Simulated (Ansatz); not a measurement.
# Nudged elastic band run: C₃H₄BF

Input:

```yaml
crystal:
  periodic: [false, false, false]
  atoms:
    - { symbol: C, position_ang: [1.009506, -0.760516, -0.805057] }
    - { symbol: C, position_ang: [0.266799, -0.718946, 0.312114] }
    - { symbol: C, position_ang: [-0.675349, 0.31882, 0.730848] }
    - { symbol: B, position_ang: [-1.031718, 1.50317, 0.090205] }
    - { symbol: F, position_ang: [-1.396391, 2.610075, -0.458717] }
    - { symbol: H, position_ang: [0.978297, 0.027032, -1.556769] }
    - { symbol: H, position_ang: [1.676915, -1.592286, -1.005288] }
    - { symbol: H, position_ang: [0.358526, -1.550597, 1.010333] }
    - { symbol: H, position_ang: [-1.186596, 0.163259, 1.682321] }
basis:
  gaussian: { orbitals: "6-31G*" }
hamiltonian:
  xc: b3lyp
  dispersion: d4
neb:
  order_check: false
  images: 5
  f_tol: 0.05
  max_iterations: 60
  final_atoms:
    - { symbol: C, position_ang: [1.11734098, -1.07627957, -0.66447201] }
    - { symbol: C, position_ang: [0.23281908, -0.52783758, 0.18314302] }
    - { symbol: C, position_ang: [-0.46514787, 0.73372015, -0.02847682] }
    - { symbol: B, position_ang: [-1.38685004, 1.34268855, 0.81923881] }
    - { symbol: F, position_ang: [-2.24335664, 1.93315222, 1.58041138] }
    - { symbol: H, position_ang: [1.38375784, -0.59721342, -1.60381177] }
    - { symbol: H, position_ang: [1.60070405, -2.02198088, -0.44123519] }
    - { symbol: H, position_ang: [0.00939894, -1.05870421, 1.10851805] }
    - { symbol: H, position_ang: [-0.24867734, 1.27246576, -0.95332547] }
  initial_path:
    images:
      - { positions_ang: [[1.009506, -0.760516, -0.805057], [0.266799, -0.718946, 0.312114], [-0.675349, 0.31882, 0.730848], [-1.031718, 1.50317, 0.090205], [-1.396391, 2.610075, -0.458717], [0.978297, 0.027032, -1.556769], [1.676915, -1.592286, -1.005288], [0.358526, -1.550597, 1.010333], [-1.186596, 0.163259, 1.682321]] }
      - { positions_ang: [[0.95707809, -0.76477495, -0.74234029], [0.26378389, -0.73164676, 0.39882678], [-0.66567512, 0.30427519, 0.83787592], [-1.05139249, 1.48251928, 0.20276887], [-1.44612967, 2.58481261, -0.33137309], [0.88498077, 0.02257909, -1.48349885], [1.62160316, -1.58601541, -0.97162202], [0.3862673, -1.55601155, 1.09524889], [-0.95052693, 0.2442735, 0.9941038]] }
      - { positions_ang: [[0.90465018, -0.76903389, -0.67962358], [0.26076878, -0.74434752, 0.48553956], [-0.65600125, 0.28973038, 0.94490384], [-1.07106698, 1.46186855, 0.31533274], [-1.49586835, 2.55955022, -0.20402919], [0.79166455, 0.01812618, -1.41022869], [1.56629132, -1.57974482, -0.93795605], [0.4140086, -1.5614261, 1.18016478], [-0.71445785, 0.32528799, 0.30588659]] }
      - { positions_ang: [[0.85222227, -0.77329284, -0.61690687], [0.25775367, -0.75704828, 0.57225234], [-0.64632737, 0.27518557, 1.05193176], [-1.09074147, 1.44121783, 0.42789661], [-1.54560702, 2.53428782, -0.07668528], [0.69834832, 0.01367327, -1.33695854], [1.51097948, -1.57347423, -0.90429007], [0.4417499, -1.56684065, 1.26508067], [-0.47838878, 0.40630249, -0.38233061]] }
      - { positions_ang: [[0.94059517, -0.87428842, -0.63276192], [0.24944214, -0.68064471, 0.44254923], [-0.58593421, 0.42803043, 0.69179556], [-1.18944433, 1.40837474, 0.55834401], [-1.77819023, 2.33390929, 0.47568027], [0.92681816, -0.18995563, -1.42590962], [1.54088767, -1.72297644, -0.74993844], [0.29763292, -1.39746183, 1.21289313], [-0.4018183, 0.69502358, -0.57266223]] }
      - { positions_ang: [[1.02896808, -0.97528399, -0.64861696], [0.24113061, -0.60424115, 0.31284613], [-0.52554104, 0.58087529, 0.33165937], [-1.28814719, 1.37553164, 0.68879141], [-2.01077343, 2.13353075, 1.02804583], [1.155288, -0.39358453, -1.51486069], [1.57079586, -1.87247866, -0.59558682], [0.15351593, -1.22808302, 1.16070559], [-0.32524782, 0.98374467, -0.76299385]] }
      - { positions_ang: [[1.11734098, -1.07627957, -0.66447201], [0.23281908, -0.52783758, 0.18314302], [-0.46514787, 0.73372015, -0.02847682], [-1.38685004, 1.34268855, 0.81923881], [-2.24335664, 1.93315222, 1.58041138], [1.38375784, -0.59721342, -1.60381177], [1.60070405, -2.02198088, -0.44123519], [0.00939894, -1.05870421, 1.10851805], [-0.24867734, 1.27246576, -0.95332547]] }
```

Launched with:

```bash
$ ansatz run input.yaml --threads 2 --pin off --max-ram 3072MiB --backend cpu --events-out ev --progress --plain --runs-dir out
```

Output, in part (warnings, iteration lines, the closing report on the highest movable image, with atoms numbered from 0):

```
NEB end point (image 0): max|allowed force component| = 6.835e-3 eV/Å (the criterion of neb.relax_end_points is 1.000e-2)
NEB end point (image 6): max|allowed force component| = 9.521e-3 eV/Å (the criterion of neb.relax_end_points is 1.000e-2)
NEB iter   1: max|band force component| = 4.440e2 eV/Å  barrier→ = 77.6471 eV  barrier← = 77.7309 eV  Δτ_max = 0.2000 Å  (188 SCF iters)
NEB iter   2: max|band force component| = 1.905e2 eV/Å  barrier→ = 31.8895 eV  barrier← = 31.9733 eV  Δτ_max = 0.1983 Å  (163 SCF iters)
NEB iter   3: max|band force component| = 1.079e2 eV/Å  barrier→ = 18.3989 eV  barrier← = 18.4827 eV  Δτ_max = 0.1916 Å  (153 SCF iters)
NEB iter   4: max|band force component| = 5.105e1 eV/Å  barrier→ = 8.5239 eV  barrier← = 8.6077 eV  Δτ_max = 0.1964 Å  (155 SCF iters)
NEB iter   5: max|band force component| = 2.390e1 eV/Å  barrier→ = 3.8656 eV  barrier← = 3.9494 eV  Δτ_max = 0.1905 Å  (160 SCF iters)
NEB iter   6: max|band force component| = 1.020e1 eV/Å  barrier→ = 1.4425 eV  barrier← = 1.5264 eV  Δτ_max = 0.1924 Å  (158 SCF iters)
NEB iter   7: max|band force component| = 3.957e0 eV/Å  barrier→ = 1.1971 eV  barrier← = 1.2809 eV  Δτ_max = 0.2000 Å  (155 SCF iters)
NEB iter   8: max|band force component| = 2.765e0 eV/Å  barrier→ = 0.7216 eV  barrier← = 0.8054 eV  Δτ_max = 0.2000 Å  (154 SCF iters)
NEB iter   9: max|band force component| = 2.141e0 eV/Å  barrier→ = 0.4680 eV  barrier← = 0.5519 eV  Δτ_max = 0.1997 Å  (158 SCF iters)
NEB iter  10: max|band force component| = 1.474e0 eV/Å  barrier→ = 0.3255 eV  barrier← = 0.4094 eV  Δτ_max = 0.1534 Å  (160 SCF iters)
NEB iter  11: max|band force component| = 4.140e-1 eV/Å  barrier→ = 0.2593 eV  barrier← = 0.3432 eV  CI = image 3  Δτ_max = 0.2000 Å  (150 SCF iters)
NEB iter  12: max|band force component| = 3.969e-1 eV/Å  barrier→ = 0.2156 eV  barrier← = 0.2995 eV  CI = image 3  Δτ_max = 0.2000 Å  (151 SCF iters)
NEB iter  13: max|band force component| = 2.310e-1 eV/Å  barrier→ = 0.2096 eV  barrier← = 0.2935 eV  CI = image 3  Δτ_max = 0.0992 Å  (153 SCF iters)
NEB iter  14: max|band force component| = 1.725e-1 eV/Å  barrier→ = 0.2102 eV  barrier← = 0.2941 eV  CI = image 3  Δτ_max = 0.0355 Å  (153 SCF iters)
NEB iter  15: max|band force component| = 5.427e-2 eV/Å  barrier→ = 0.2084 eV  barrier← = 0.2923 eV  CI = image 3  Δτ_max = 0.0266 Å  (148 SCF iters)
NEB iter  16: max|band force component| = 4.565e-2 eV/Å  barrier→ = 0.2083 eV  barrier← = 0.2921 eV  CI = image 3  Δτ_max = 0.0000 Å  (290 SCF iters)
Total energy: -6568.36405719 eV, -241.3829269048 hartree
Atom 0 at     1.156833    -0.897754    -0.623329 Å, force     0.021212    -0.004886     0.005828 eV/Å
Atom 1 at     0.249734    -0.602985     0.310266 Å, force     0.008752     0.019609    -0.016508 eV/Å
Atom 2 at    -0.924785     0.290572     0.092494 Å, force    -0.034463    -0.020079     0.010522 eV/Å
Atom 3 at    -1.018983     1.607477     0.511817 Å, force     0.004782     0.000689    -0.003414 eV/Å
Atom 4 at    -1.116598     2.837499     0.893275 Å, force     0.000168     0.001418     0.003654 eV/Å
Atom 5 at     1.109795    -0.467775    -1.620843 Å, force    -0.005493    -0.001478    -0.000411 eV/Å
Atom 6 at     1.974517    -1.584972    -0.418910 Å, force    -0.000321    -0.008032    -0.005682 eV/Å
Atom 7 at     0.353798    -1.061233     1.296404 Å, force    -0.012856     0.006120     0.001566 eV/Å
Atom 8 at    -1.784321    -0.120818    -0.441183 Å, force     0.018220     0.006639     0.004445 eV/Å
Dipole moment:    -0.065147     0.104418     0.033603 e Å
```

The forces met the threshold. A vibrational analysis at the climbing image gives one clearly imaginary mode, 176i cm⁻¹: a first-order saddle point.

Final band:

| image | path coordinate (Å) | energy (kcal/mol) |
| --- | --- | --- |
| 0 | 0.00 | 0.0 |
| 1 | 0.92 | 0.0 |
| 2 | 1.84 | 2.5 |
| 3 | 2.76 | 4.8 |
| 4 | 3.51 | 3.0 |
| 5 | 4.27 | -0.3 |
| 6 | 5.02 | -1.9 |

Time of the run: 2.4 min on 2 threads of Arm Neoverse V1 (shared host), peak memory 0.16 GiB.
